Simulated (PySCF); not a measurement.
# Nb²⁺: ionisation energy

Nb²⁺ [Kr] 4d3 (4F) → Nb³⁺ [Kr] 4d2 (3F), as a difference of total energies. Calculation: PySCF 2.14, in aug-cc-pVDZ-PP with ECP28MDF; a scalar-relativistic core potential. Correlated levels: valence: 4s2 4p6 frozen. The calculations carry no spin-orbit coupling.

Q: Order these methods by the ionisation energy they give, lowest first.
A. PBE0
B. SCS-MP2 (valence)
C. BHandHLYP
D. BLYP

A: B (24.321 eV), C (25.080 eV), D (25.227 eV), A (25.335 eV).

The reference lies between the lowest fine-structure levels, while these numbers refer to the centres of the terms.

Errors of the correlated levels include the incompleteness of this basis and the frozen core.

For comparison: 25.04 eV (semi-empirical (NIST evaluation); NIST Atomic Spectra Database, ionization energies).
